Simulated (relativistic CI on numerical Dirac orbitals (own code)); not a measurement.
A reference radial Dirac CI calculation of K I gave the lowest total energy -601.25315 Ha in 10 SCF steps, from this input:

```
atom K  Z=19  charge=0  electrons=19
nucleus A=39  rms_radius_fm=3.4349
hamiltonian dirac-coulomb  breit=on  qed=on  c_scale=1
orbitals kli  potential=per-configuration
slater_scale 1
correlation none
mixing on
grid step=0.0125 r_max=149
scf mixing=0.4 start=green max_iterations=150 tolerance=2e-08 node_fill=0.05
configurations
  [Ar] 4s
end
```

One setting was then changed (and the iteration limit cut to 85), and the output read:

```
error: configuration [Ar] 4s has 19 electrons, the ion has 20
end: refused
```

(1) Which setting was changed?
A. SCF tolerance
B. charge
C. end of the grid
D. start potential

## Answers

(1) B. The charge -1. This setting is bad on purpose; its numbers may not be properties of the ion.
